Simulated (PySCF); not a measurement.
# IS₂⁺, singlet: structure and spectrum

All numbers come from PySCF, PBE0, basis I def2-TZVP with ECP28, S def2-TZVP (scalar-relativistic core potentials, no spin–orbit coupling, density fitting).

The structure is a minimum.

Z-matrix (Å, degrees; charge 1 multiplicity 1):
```
I
S  1 2.1996
S  1 2.1996 2 115.31
```

```
Point group                                                                   : C2v
Bond lengths                                                                  : I–S 2.200 Å (×2)
Bond angles                                                                   : S–I–S 115.3°
Rotational symmetry number                                                    : 2
Entropy at 298.15 K and 1 bar                                                 : 296.5 J/(mol K)
Zero-point energy                                                             : 6.7 kJ/mol
Highest occupied level                                                        : -13.64 eV
Dipole moment about the centre of mass                                        : 0.33 D
Enthalpy at 298.15 K above 0 K                                                : 12.82 kJ/mol
Principal quadrupole moments (Buckingham, traceless) about the centre of mass : -4.94, -2.89, 7.83 D Å
Heat capacity Cp at 298.15 K                                                  : 52.0 J/(mol K)
Lowest empty level                                                            : -11.05 eV
Principal polarisabilities                                                    : 35.7, 49.4, 116.4 bohr³
Rotational constants                                                          : 0.2862, 0.07635, 0.06027 cm⁻¹
```

Harmonic modes (masses in u: I 126.904, S 31.972):
| symmetry | ω (cm⁻¹) | IR (km/mol) | type |
| --- | --- | --- | --- |
| a1 | 162 | 0.3 | bend |
| a1 | 466 | 0.3 | stretch |
| b2 | 489 | 10.3 | stretch |

In C2v the vibrations span 2a1 + b2. Here b1 is antisymmetric to the molecular plane and b2 lies in it.

Charges (e):
| atom | Mulliken | Löwdin | polar tensor | Mayer order to I1 |
| --- | --- | --- | --- | --- |
| I1 | 0.89 | 0.73 | 0.89 | – |
| S2,3 | 0.05 | 0.14 | 0.05 | 1.72 |
Other Mayer orders above 0.3: S–S 0.62.

Mulliken populations on I1 (electrons outside its core potential): s 3.87, p 9.78, d 10.40, f 0.05.

Outer orbital energies (eV). occupied: -26.40, -23.38, -17.88, -17.41, -17.12, -13.76, -13.74, -13.64; empty: -11.05, -8.17, -7.16, -1.98.

Counting electrons, iodine keeps 2 of its valence electrons outside its bonds, so the VSEPR class is AX2E1 and the expected shape is bent (C2v), as computed.

Other isomers or separated fragments may lie lower.

The final relaxation and frequency run took roughly 70 core-seconds on a shared host.
